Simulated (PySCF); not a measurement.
A PySCF script (with the pyscf-properties extension) for the NMR shieldings of SMILES CS[C@@H]1C[Si@@H]([SiH3])[SiH2]1, C3H12SSi3, on a GFN2-xTB geometry:

```python
import basis_set_exchange as bse
import numpy as np
from pyscf import gto, dft
from pyscf.prop import nmr

atoms = """
C    -3.348528    0.598984    0.020600
S    -2.496418   -0.942738    0.467077
C    -0.800430   -0.318906    0.689412
C    -0.116134    0.094484   -0.624299
Si    1.646346   -0.661903   -0.364728
Si    3.298751    0.937276   -0.066792
Si    0.420562   -1.650087    1.376787
H    -3.265172    1.309340    0.839590
H    -2.912117    1.008461   -0.886396
H    -4.389708    0.344917   -0.148827
H    -0.889368    0.531312    1.369522
H    -0.620380   -0.379999   -1.467053
H    -0.163284    1.171152   -0.793763
H     1.959551   -1.546042   -1.508780
H     3.056836    1.752466    1.127184
H     4.604768    0.300172    0.109296
H     3.436726    1.874133   -1.186596
H     0.706688   -1.415241    2.798216
H    -0.138492   -2.998530    1.272417
"""
names = dict.fromkeys(["C", "S", "Si", "H"], "pcSseg-1")
basis = {el: gto.basis.parse(bse.get_basis(n, elements=[el], fmt="nwchem")) for el, n in names.items()}
mol = gto.M(atom=atoms, basis=basis, charge=0, verbose=0)
mf = dft.RKS(mol, xc="PBE0")
mf.grids.level = 2
mf.grids.alignment = dft.numint.BLKSIZE   # the property module wants whole blocks of grid points
mf.conv_tol = 1e-9
mf.kernel()

calc = nmr.RKS(mf)   # GIAO
C = mf.mo_coeff
Co = C[:, mf.mo_occ > 0]
resp = mf.gen_response(singlet=True, hermi=2)
def vind(x):   # induced exchange potential for any number of trial vectors
    d = np.einsum("pi,xij,qj->xpq", C, 2 * x.reshape(-1, C.shape[1], Co.shape[1]), Co, optimize=True)
    return np.einsum("xpq,pi,qj->xij", resp(d - d.transpose(0, 2, 1)), C, Co, optimize=True).ravel()
mo1, _ = nmr.rhf.solve_mo1(calc, with_cphf=vind)
sigma = calc.kernel(mo1)
for i, s in enumerate(sigma):   # ppm
    w = np.linalg.eigvalsh((s + s.T) / 2)
    print("%2d %-2s iso %8.1f  s11 %8.1f  s22 %8.1f  s33 %8.1f" % (i, mol.atom_pure_symbol(i), w.mean(), *w))
```

Question: What are the results?

Answer: 
```
 0 C  iso    164.6  s11    142.1  s22    164.8  s33    187.0
 1 S  iso    461.0  s11    273.1  s22    408.8  s33    700.9
 2 C  iso    151.8  s11    128.3  s22    156.7  s33    170.5
 3 C  iso    164.6  s11    131.8  s22    163.3  s33    198.5
 4 Si iso    422.5  s11    388.4  s22    398.1  s33    481.0
 5 Si iso    462.5  s11    445.5  s22    460.1  s33    482.0
 6 Si iso    394.5  s11    354.5  s22    366.1  s33    462.9
 7 H  iso     29.8  s11     25.0  s22     27.5  s33     36.8
 8 H  iso     29.3  s11     24.0  s22     28.9  s33     35.0
 9 H  iso     29.9  s11     24.7  s22     26.5  s33     38.4
10 H  iso     28.8  s11     24.5  s22     30.0  s33     32.0
11 H  iso     29.9  s11     25.6  s22     30.5  s33     33.5
12 H  iso     29.5  s11     24.4  s22     29.4  s33     34.7
13 H  iso     26.9  s11     23.3  s22     25.5  s33     32.0
14 H  iso     28.1  s11     24.5  s22     26.6  s33     33.0
15 H  iso     28.2  s11     24.6  s22     25.7  s33     34.4
16 H  iso     28.0  s11     24.5  s22     25.8  s33     33.7
17 H  iso     27.0  s11     24.1  s22     24.6  s33     32.3
18 H  iso     27.2  s11     23.7  s22     26.2  s33     31.6
```

These numbers come from an equivalent density-fitted implementation of the same equations, which agrees with the script to about 0.01 ppm for H and up to a few tenths of a ppm for heavy atoms, so last digits may differ.

Question: Turn these shieldings into chemical shifts. δ = σ(ref) − σ, references computed at the same level: ¹³C (σ = 186.93 ppm), ²⁹Si (σ = 349.16 ppm), ¹H (σ = 31.72 ppm) vs TMS; ³³S (σ = 503.73 ppm) against CS2.

Answer: Averaging equivalent atoms: C 2: 35.1; C 3: 22.4; C 0: 22.3; S 1: 43; Si 6: -45.4; Si 4: -73.3; Si 5: -113.4; H 13: 4.78; H 17: 4.72; H 18: 4.53; H 14/15/16: 3.62; H 10: 2.87; H 12: 2.21; H 7/8/9: 2.07; H 11: 1.82 ppm. 

Size and cost of the density-fitted run: 207 basis functions, 90 s wall time on 1 thread of an Arm Neoverse N1, shared host; peak memory 0.94 GiB.
